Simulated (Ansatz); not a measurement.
C2BrClF2 (`F/C(Cl)=C(/F)Br`), relaxed with RKS PBE0-D4/def2-TZVP in Ansatz 0.2.0 from a PBE-D4/def2-SVP geometry. The force threshold is 0.005 eV/Å; the program also tests the step.

Charge 0, multiplicity 1.

Start:

```xyz
6

F    -1.696   -0.217    0.488
C    -0.480    0.310    0.385
Cl   -0.234    1.768    1.261
C     0.490   -0.267   -0.360
F     1.704    0.266   -0.459
Br    0.216   -1.860   -1.315
```

```
step  energy (eV)  largest force (eV/Å)  largest move (Å)
   1  -90059.1527                 0.709             0.000
   2  -90059.1907                 0.275             0.018
   3  -90059.1948                 0.093             0.010
   4  -90059.1950                 0.034             0.001
   5  -90059.1950                 0.007             0.001
   6  -90059.1950                 0.001             0.001
```

End:

```xyz
6

F    -1.675   -0.210    0.485
C    -0.467    0.310    0.380
Cl   -0.235    1.747    1.248
C     0.476   -0.267   -0.355
F     1.682    0.260   -0.455
Br    0.220   -1.840   -1.304
```

Hardware: 4 threads of an Arm Neoverse V1 on a shared host. Wall time 35 s, peak host memory 0.65 GiB.
